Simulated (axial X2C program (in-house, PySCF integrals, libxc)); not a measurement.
**Working with the constants of LiTe**

A bond curve at the CCSD(T) level, two-component, was computed with an in-house relativistic program for diatomic molecules (basis Te dyall-cv3z [11s12p8d4f1g], Li dyall-cv3z [7s8p2d] (cores contracted in-house)) for the state Ω = 3/2 (⟨Sz⟩ = 0.50, ⟨Lz⟩ = 1.00 at HF). Its fit gives Re = 2.5207 Å, ωe = 443.5 cm⁻¹, ωexe = 2.48 cm⁻¹ and αe = 3.637e-03 cm⁻¹; the masses are 129.9062 and 7.0160 u. Two-component means X2C with spin–orbit coupling and atomic mean-field Coulomb and Gaunt terms.

Correlated methods: 7 electrons correlated (number of frozen shells: Te 4 s, 3 p, 2 d; Li 1 s), 221 virtual spin orbitals or spinors in MP2, 78 natural virtuals in coupled cluster.

Task: Find the reduced mass, Be and the force constant.

Result: From the CCSD(T) values: μ = 6.6565 u. Be = 16.8576/(μ Re²) = 0.3986 cm⁻¹. k = 5.8918×10⁻⁷ μ ωe² = 0.771 mdyn/Å.

Task: Where do the fundamental and the first overtone lie?

Result: ν(1←0) = ωe − 2ωexe = 438.5 cm⁻¹; ν(2←0) = 2ωe − 6ωexe = 872.1 cm⁻¹.

Task: Estimate the centrifugal constant by the Kratzer relation.

Result: D = 4Be³/ωe² = 1.29e-06 cm⁻¹.

Task: Estimate De from a Morse curve and compare with the computed well depth of 2.372 eV to Te + Li.

Result: De(Morse) = ωe²/(4ωexe) = 2.458 eV against 2.372 eV computed, a ratio of 1.04. For De the Morse form works well here.

Task: A Morse curve ties αe to the other constants (Pekeris). How well does that hold?

Result: αe(Morse) = 6Be²/ωe × (√(ωexe/Be) − 1) = 3.212e-03 cm⁻¹; the CCSD(T) curve gives 3.637e-03 cm⁻¹, a ratio of 0.88.

Occupations by symmetry block were frozen at the best pattern of an incomplete PBE0 search. Dissociation energies refer to the lowest single-determinant-based atoms at the same level and basis. Coupled cluster ran in a truncated set of natural virtual spinors; the MP2 energy of the rest was added. (T) has no such correction and the atoms are truncated less, which lowers De at CCSD(T) by a hundredth of an eV or more. With the outer-core shells frozen, correlated bond lengths of heavy atoms tend to come out a few hundredths of an ångström too long.
